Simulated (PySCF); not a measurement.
Geometries of 2 isomers of C2H7IOSi2, from PySCF, PBE0-D3(BJ)/def2-SVP geometry optimisation, gas phase, def2 core potentials past Kr. One conformer each, no zero-point energy, no frequencies.

Task: Which isomer lies lower at this level?
A.
```xyz
13
angstrom
Si    -2.164    1.258    0.523
O     -0.819    0.313    0.294
Si    -0.145   -1.193    0.454
C      1.674   -1.024    0.082
C      2.182    0.164   -0.244
I      4.200    0.509   -0.693
H     -2.657    1.124    1.927
H     -1.785    2.674    0.258
H     -3.249    0.846   -0.416
H     -0.785   -2.149   -0.500
H     -0.350   -1.707    1.843
H      2.324   -1.906    0.127
H      1.579    1.075   -0.305
```
B.
```xyz
13
angstrom
I     -0.750    3.707    1.026
Si     0.082    1.411    1.218
C     -1.119    0.174    0.436
C     -0.275   -0.871   -0.327
Si     1.305   -0.001   -0.917
O      1.435    1.193    0.267
H      0.419    1.202    2.651
H     -1.762    0.738   -0.259
H     -1.790   -0.284    1.181
H     -0.844   -1.339   -1.146
H      0.031   -1.688    0.348
H      1.169    0.629   -2.263
H      2.513   -0.872   -0.889
```

Result: B. That is `I[Si@H]1CC[SiH2]O1`, 59.9 kcal/mol below the other.

| SMILES | atoms numbered as above | E (Eh) | relative (kcal/mol) | relative (kJ/mol) | dipole (D) |
| --- | --- | --- | --- | --- | --- |
| I[Si@H]1CC[SiH2]O1 | [I:1][Si@H:2]1[CH2:3][CH2:4][SiH2:5][O:6]1 | -1031.77379 | 0.0 | 0.0 | 2.90 |
| [SiH3]O[SiH2]/C=C/I | [SiH3:1][O:2][SiH2:3]/[CH:4]=[CH:5]/[I:6] | -1031.67831 | 59.9 | 250.7 | 1.22 |

As drawn, the higher has a C=C bond outside aromatic rings, which the lower lacks.
